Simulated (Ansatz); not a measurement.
## Molecular dynamics, step by step

Si2NH7O, singlet, PBE0-D4/6-31G (Ansatz 0.2.0). Settings (timestep in fs, temperature in K; T counts 27 degrees of freedom):

```yaml
hamiltonian: {xc: pbe0, dispersion: d4}
md: {n_steps: 40, timestep: 1.0, temperature: 1500, ensemble: nvt_nose_hoover, seed: 469, initial_velocities: maxwell_boltzmann}
```

Start, the saddle point found with PBE0-D4 in triple zeta (not stationary at another level):

Si1  (-0.706, 0.373, -0.319)
N2  (0.690, 1.535, 0.149)
O3  (-0.490, 0.889, -1.801)
H4  (0.449, 1.603, -1.035)
H5  (-1.879, 0.844, 0.480)
Si6  (-0.137, -1.829, 0.264)
H7  (1.605, 1.167, 0.379)
H8  (0.494, 2.359, 0.703)
H9  (1.238, -2.143, -0.215)
H10  (-1.092, -2.790, -0.349)
H11  (-0.170, -2.010, 1.743)
(Å)

| step | time (fs) | potential energy less the start (meV) | kinetic energy (meV) | T (K) |
| --- | --- | --- | --- | --- |
| 0 | 0.00 | 0.0 | 1745.0 | 1500 |
| 2 | 2.00 | 163.9 | 1587.2 | 1364 |
| 4 | 4.00 | 233.9 | 1513.3 | 1301 |
| 6 | 6.00 | 303.7 | 1445.1 | 1242 |
| 8 | 8.00 | 337.8 | 1411.0 | 1213 |
| 10 | 10.00 | 388.9 | 1359.6 | 1169 |
| 12 | 12.00 | 460.1 | 1291.3 | 1110 |
| 14 | 14.00 | 474.3 | 1276.7 | 1097 |
| 16 | 16.00 | 507.1 | 1246.5 | 1071 |
| 18 | 18.00 | 486.1 | 1267.5 | 1090 |
| 20 | 20.00 | 510.4 | 1246.4 | 1071 |
| 22 | 22.00 | 525.6 | 1232.7 | 1060 |
| 24 | 24.00 | 523.4 | 1238.0 | 1064 |
| 26 | 26.00 | 495.3 | 1271.1 | 1093 |
| 28 | 28.00 | 379.7 | 1383.6 | 1189 |
| 30 | 30.00 | 361.7 | 1412.2 | 1214 |
| 32 | 32.00 | 260.9 | 1510.4 | 1298 |
| 34 | 34.00 | 317.2 | 1462.6 | 1257 |
| 36 | 36.00 | 366.6 | 1415.8 | 1217 |
| 38 | 38.00 | 480.8 | 1308.9 | 1125 |
| 40 | 40.00 | 515.3 | 1277.4 | 1098 |

Step 4, positions (Å) and forces (eV/Å):

```csv
atom,x,y,z,Fx,Fy,Fz
Si1,-0.747,0.427,-0.343,-1.194,-4.129,3.779
N2,0.700,1.492,0.160,0.663,2.036,-0.273
O3,-0.493,0.877,-1.812,-0.001,1.624,-4.622
H4,0.593,1.782,-0.920,0.918,-0.369,0.876
H5,-1.809,0.772,0.642,-0.439,0.462,0.074
Si6,-0.097,-1.846,0.271,-1.657,0.178,0.731
H7,1.571,1.042,0.421,0.175,0.049,-0.137
H8,0.523,2.317,0.735,0.109,-0.188,0.289
H9,1.224,-2.272,-0.261,0.412,-0.084,0.238
H10,-1.117,-2.882,-0.189,0.198,0.287,-0.303
H11,-0.426,-1.995,1.801,0.816,0.136,-0.653
```

Step 8, positions (Å) and forces (eV/Å):

```csv
atom,x,y,z,Fx,Fy,Fz
Si1,-0.795,0.460,-0.348,-0.317,-2.949,1.291
N2,0.719,1.470,0.170,2.046,1.095,1.953
O3,-0.496,0.880,-1.865,-0.811,0.692,-1.940
H4,0.867,1.924,-0.723,0.211,-0.216,-1.089
H5,-1.796,0.765,0.806,0.162,0.330,-0.692
Si6,-0.065,-1.861,0.281,-1.748,-0.012,0.342
H7,1.567,0.926,0.445,-0.873,0.569,-0.188
H8,0.564,2.250,0.814,0.038,-0.330,0.599
H9,1.262,-2.410,-0.269,-0.240,0.252,0.640
H10,-1.116,-2.935,-0.076,0.323,0.439,-0.544
H11,-0.562,-1.962,1.776,1.208,0.130,-0.373
```

Step 26, positions (Å) and forces (eV/Å):

```
atom       x       y       z      Fx      Fy      Fz
 Si1  -0.920   0.490  -0.449   1.925   0.102  -0.691
  N2   0.950   1.458   0.401  -0.853  -2.214   0.633
  O3  -0.655   0.901  -2.045  -0.736  -0.330   1.553
  H4   1.275   2.049  -0.323   0.443   0.534  -1.111
  H5  -1.811   1.234   0.605   0.201  -0.548  -0.590
 Si6  -0.019  -1.901   0.333   0.303   1.035   0.565
  H7   1.431   0.520   0.437  -0.144   1.889   0.406
  H8   0.806   1.975   1.267   0.256  -0.580  -0.012
  H9   1.445  -2.436   0.260  -0.528   0.502  -0.881
 H10  -0.983  -2.851  -0.334   0.102  -0.201   0.468
 H11   0.153  -1.813   1.875  -0.970  -0.189  -0.339
```

Last step (40):

```
atom    x (Å)    y (Å)    z (Å)
 Si1  -0.8639   0.4612  -0.5677
  N2   1.0754   1.3698   0.6058
  O3  -0.8740   0.9021  -2.0910
  H4   1.1741   2.0844  -0.1510
  H5  -1.9953   1.2672   0.1241
 Si6  -0.0221  -1.8466   0.3833
  H7   1.8971   0.8154   0.6271
  H8   1.0742   1.8142   1.5096
  H9   1.3538  -1.7508  -0.3627
 H10  -0.8051  -3.0658  -0.1299
 H11  -0.1429  -2.0023   1.9548
```

Hardware: 4 CPU threads of an Arm Neoverse V1, shared host. Wall time about 40 s.
